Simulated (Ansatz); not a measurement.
Mulliken charges of C$_{2}$H$_{5}$FGe (`F[CH]1[CH2][GeH2]1`) from B3LYP/def2-TZVPP in Ansatz (PBE0-D4/def2-TZVP geometry).

```
atom   x (Å)   y (Å)   z (Å)  charge (e)
  F1   0.576  -0.300  -1.964      -0.229
  C2   0.026   0.347  -0.891       0.117
  C3   0.834   0.336   0.380      -0.260
 Ge4  -0.872  -0.612   0.556       0.039
  H5  -0.391   1.305  -1.192       0.085
  H6   1.687  -0.336   0.360       0.109
  H7   1.039   1.283   0.866       0.104
  H8  -2.044   0.058   1.260       0.012
  H9  -0.768  -2.128   0.607       0.023
```

Task: By hand: the dipole of these point charges (1 e Å = 4.8032 D).

Result: Σ q r = (-0.163, 0.158, 0.325) e Å, of length 0.396 e Å = 1.90 D.

Task: How does the dipole of the full density compare? (An estimate is asked.)

Result: The calculation gave: (-0.119, 0.128, 0.305) e Å, 1.69 D; the point charges give 1.12 times that, at 5° from its direction.

Point charges leave out the atoms' own dipoles, such as those of lone pairs, and Mulliken's split depends on the basis, so the close match here is no proof of good charges.

B3LYP here is the variant with VWN-RPA as its local correlation; programs differ in this.
